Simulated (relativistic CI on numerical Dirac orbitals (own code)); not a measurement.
# Level scheme of Au3+

Computed by Dirac-Coulomb-Breit CI, KLI orbitals optimised for each configuration, QED by a radiative potential, valence Slater integrals scaled by 0.85, P86 correlation energy added to each configuration (own radial code, finite nucleus).

CI space (outside the closed core [Kr] 4d10 4f14 5s2): 5p6.5d8, 5p6.5d7.6s, 5p6.5d7.6p, 5p6.5d7.5f, 5p6.5d7.6d, 5p6.5d6.6s.6p, 5p6.5d7.7s, 5p6.5d7.7p, 5p6.5d7.8s, 5p6.5d7.7d, 5p5.5d9, 5p6.5d7.6f, 5p6.5d7.8p, 5p6.5d7.5g, 5p6.5d7.8d, 5p6.5d6.5f.6s, 5p6.5d6.6p.7s, 5p6.5d6.6s2, 5p6.5d5.6s2.6p, 5p6.5d5.5f.6s2, 5p6.5d5.6s2.6d, 5p6.5d5.6s2.7s, 5p6.5d5.6s2.7p, 5p6.5d6.6s.7s, 5p6.5d5.6s.6p.7s, 5p6.5d5.5f.6s.7s, 5p6.5d5.6s.6d.7s, 5p6.5d5.6s.7s2, 5p6.5d5.6s.7s.7p. Double excitations out of closed p, d and f shells are left out; levels of such configurations are missing from the list, as are those of other unlisted configurations, and high levels can miss mixing partners.

The lowest level is 5p6.5d8 3F_4, with 95 % of that term; Hund's rules for 5p6.5d8 give 3F with J = 4, in agreement.

```
No.  Configuration  Term  J  E (cm⁻¹)    %  Lifetime (s)        jj configuration (%)
  1        5p6.5d8    3F  4       0.0   95                              5d5/2^4 (93)
  2        5p6.5d8    1D  2    7193.9   47      6.67e+02                5d5/2^4 (93)
  3        5p6.5d8    3F  3   11405.5   99      2.68e-02        5d3/2^3 5d5/2^5 (99)
  4        5p6.5d8    3P  2   17804.4   50      4.42e-02        5d3/2^3 5d5/2^5 (82)
  5        5p6.5d8    3P  0   18964.6   82      1.05e+01                5d5/2^4 (78)
  6        5p6.5d8    3P  1   21886.5   97      4.29e-02        5d3/2^3 5d5/2^5 (97)
  7        5p6.5d8    1G  4   25538.7   94      3.94e-02        5d3/2^3 5d5/2^5 (92)
  8        5p6.5d8    1D  2   29504.3   50      1.12e-02        5d3/2^2 5d5/2^6 (85)
  9        5p6.5d8    1S  0   54501.3   83      3.04e-03        5d3/2^2 5d5/2^6 (77)
 10     5p6.5d7.6s    5F  5   56370.2   87      6.33e-02             5d5/2^3 6s (81)
 11     5p6.5d7.6s    5F  4   63301.2   73      7.60e-03             5d5/2^3 6s (51)
 12     5p6.5d7.6s    5F  3   68497.0   76      2.11e-02     5d3/2^3 5d5/2^4 6s (44)
 13     5p6.5d7.6s    5F  2   70000.0   52      6.25e-03             5d5/2^3 6s (59)
 14     5p6.5d7.6s    5F  1   71276.0   56      7.30e-03             5d5/2^3 6s (51)
 15     5p6.5d7.6s    5P  2   72788.2   44      6.97e-03             5d5/2^3 6s (57)
 16     5p6.5d7.6s    3F  4   73359.0   53      1.12e-03     5d3/2^3 5d5/2^4 6s (49)
 17     5p6.5d7.6s    5P  3   74481.7   70      6.51e-03     5d3/2^3 5d5/2^4 6s (58)
 18     5p6.5d7.6s    5P  1   78466.0   51      5.89e-03     5d3/2^3 5d5/2^4 6s (69)
 19     5p6.5d7.6s    3G  5   79798.0   62      1.87e-03     5d3/2^3 5d5/2^4 6s (76)
 20     5p6.5d7.6s    3F  3   81336.7   56      9.73e-04     5d3/2^3 5d5/2^4 6s (91)
 21     5p6.5d7.6s    3G  4   83324.9   39      1.51e-03     5d3/2^3 5d5/2^4 6s (94)
 22     5p6.5d7.6s    3F  2   83802.9   45      1.03e-03     5d3/2^3 5d5/2^4 6s (76)
 23     5p6.5d7.6s    1P  1   85428.1   33      9.71e-04     5d3/2^3 5d5/2^4 6s (53)
 24     5p6.5d7.6s    3P  2   85592.2   54      6.60e-04             5d5/2^3 6s (42)
 25     5p6.5d7.6s    3H  6   86154.2  100      1.56e-03    5d3/2^3 5d5/2^4 6s (100)
 26     5p6.5d7.6s    3G  3   88567.6   74      2.04e-03     5d3/2^3 5d5/2^4 6s (66)
 27     5p6.5d7.6s    3P  0   89545.5   97      1.20e-03     5d3/2^3 5d5/2^4 6s (96)
 28     5p6.5d7.6s    3H  5   89978.2   59      1.88e-03     5d3/2^3 5d5/2^4 6s (88)
 29     5p6.5d7.6s    1G  4   90813.4   34      1.23e-03     5d3/2^3 5d5/2^4 6s (77)
 30     5p6.5d7.6s    3D  3   93767.3   55      9.09e-04     5d3/2^2 5d5/2^5 6s (77)
 31     5p6.5d7.6s    3P  1   95136.3   59                   5d3/2^2 5d5/2^5 6s (57)
 32     5p6.5d7.6s    3P  2   95152.6   48                   5d3/2^2 5d5/2^5 6s (53)
 33     5p6.5d7.6s    3F  2   97152.6   40                   5d3/2^2 5d5/2^5 6s (75)
 34     5p6.5d7.6s    3F  2   98083.4   68                   5d3/2^3 5d5/2^4 6s (80)
 35     5p6.5d7.6s    3F  3   98892.1   69                   5d3/2^3 5d5/2^4 6s (73)
 36     5p6.5d7.6s    3H  4  100219.3   49                   5d3/2^2 5d5/2^5 6s (89)
 37     5p6.5d7.6s    3P  1  100223.9   51                   5d3/2^2 5d5/2^5 6s (67)
 38     5p6.5d7.6s    1H  5  101619.2   64                   5d3/2^2 5d5/2^5 6s (82)
 39     5p6.5d7.6s    3P  0  103167.0   97                   5d3/2^2 5d5/2^5 6s (95)
 40     5p6.5d7.6s    3F  4  105749.9   73                   5d3/2^2 5d5/2^5 6s (77)
 41     5p6.5d7.6s    1D  2  108251.2   36                   5d3/2^3 5d5/2^4 6s (52)
 42     5p6.5d7.6s    3D  1  108804.5   41                   5d3/2^3 5d5/2^4 6s (45)
 43     5p6.5d7.6s    1F  3  109320.0   70                   5d3/2^2 5d5/2^5 6s (56)
 44     5p6.5d7.6s    3D  1  120928.5   83                     5d3/2 5d5/2^6 6s (53)
 45     5p6.5d7.6s    3D  2  122081.7   73                     5d3/2 5d5/2^6 6s (45)
 46     5p6.5d7.6p   5D°  4  123239.5   43      1.17e-09          5d5/2^3 6p1/2 (85)
 47     5p6.5d7.6s    3D  3  124311.5   84                   5d3/2^2 5d5/2^5 6s (88)
 48     5p6.5d7.6p   3G°  5  125545.9   34      1.16e-09          5d5/2^3 6p1/2 (82)
 49     5p6.5d7.6s    1D  2  129186.4   80                   5d3/2^2 5d5/2^5 6s (70)
 50     5p6.5d7.6p   3P°  1  133889.4   28      1.16e-09          5d5/2^3 6p1/2 (84)
 51     5p6.5d7.6p   5D°  3  134148.0   44      1.05e-09  5d3/2^3 5d5/2^4 6p1/2 (70)
 52     5p6.5d7.6p   3D°  2  134303.9   21      1.21e-09          5d5/2^3 6p1/2 (73)
 53     5p6.5d7.6p   3D°  2  135604.0   35      1.11e-09          5d5/2^3 6p1/2 (78)
 54     5p6.5d7.6p   5G°  3  136157.6   29      1.05e-09          5d5/2^3 6p1/2 (52)
 55     5p6.5d7.6p   5G°  4  136406.4   44      1.06e-09  5d3/2^3 5d5/2^4 6p1/2 (86)
 56     5p6.5d7.6p   5F°  5  140286.8   53      5.99e-10          5d5/2^3 6p3/2 (76)
 57     5p6.5d7.6p   5S°  2  140320.3   39      1.16e-09  5d3/2^3 5d5/2^4 6p1/2 (70)
 58     5p6.5d7.6p   5G°  6  140685.1   80      5.38e-10          5d5/2^3 6p3/2 (86)
 59     5p6.5d7.6p   5G°  2  141731.9   35      1.04e-09  5d3/2^3 5d5/2^4 6p1/2 (78)
 60     5p6.5d7.6p   5D°  4  142327.7   37      7.25e-10          5d5/2^3 6p3/2 (40)
 61     5p6.5d7.6p   3D°  1  142434.4   31      9.63e-10  5d3/2^3 5d5/2^4 6p1/2 (80)
 62    5p6.5d6.6s2    5D  4  142565.8   77                              5d5/2^2 (61)
 63     5p6.5d7.6p   5D°  0  143431.1   64      1.05e-09  5d3/2^3 5d5/2^4 6p1/2 (67)
 64     5p6.5d7.6p   5D°  3  145095.8   24      6.51e-10  5d3/2^3 5d5/2^4 6p1/2 (55)
 65     5p6.5d7.6p   3G°  5  145841.0   32      1.11e-09  5d3/2^3 5d5/2^4 6p1/2 (80)
 66     5p6.5d7.6p   3D°  3  147090.2   57      3.60e-10          5d5/2^3 6p3/2 (66)
 67     5p6.5d7.6p   5D°  1  148172.2   28      7.38e-10  5d3/2^3 5d5/2^4 6p1/2 (64)
 68     5p6.5d7.6p   3F°  4  148331.4   42      2.66e-10  5d3/2^3 5d5/2^4 6p1/2 (47)
 69    5p6.5d6.6s2    5D  2  149710.2   57                              5d5/2^2 (60)
 70    5p6.5d6.6s2    5D  3  150926.7   90                      5d3/2^3 5d5/2^3 (76)
```

Energies count from the lowest computed level; ° marks odd parity; lifetimes are radiative, by E1, M1, E2 decay to levels of this space only; some are left blank where a channel outside the calculation adds to the decay or the decay crosses a small, uncertain gap. Filled j subshells are mostly left out of the jj labels.

The mean weight of the leading LS term, summed over parents, in these 70 levels is 58 %, and that of the leading jj configuration (from the same eigenvectors) 72 %, so jj coupling describes them better and the LS labels are nominal.

Correlation outside the listed configurations is missing or only estimated: errors of thousands of cm⁻¹ between configurations and terms are usual at this charge. Rates and lifetimes follow the computed energies and can be off by large factors. The fine structure of a lone outer electron comes out too small, for d and f at times inverted, and misplaced configurations move strength between like terms. 9 of the 16 excited levels that our extract of the measured tables holds in this range could be paired (the sources list more); they are missed by 2654 cm⁻¹ on average and 5591 at most, and levels without a partner can miss by more. Some levels of the ground configuration have no partner and can miss by 10 % or more. The lowest levels of unpaired configurations miss by +3022 (5p6 5d7 6p).

LS names give the leading component of a level, which can be under half, so a name can repeat, a term be missing and a line seem to break the LS rules.
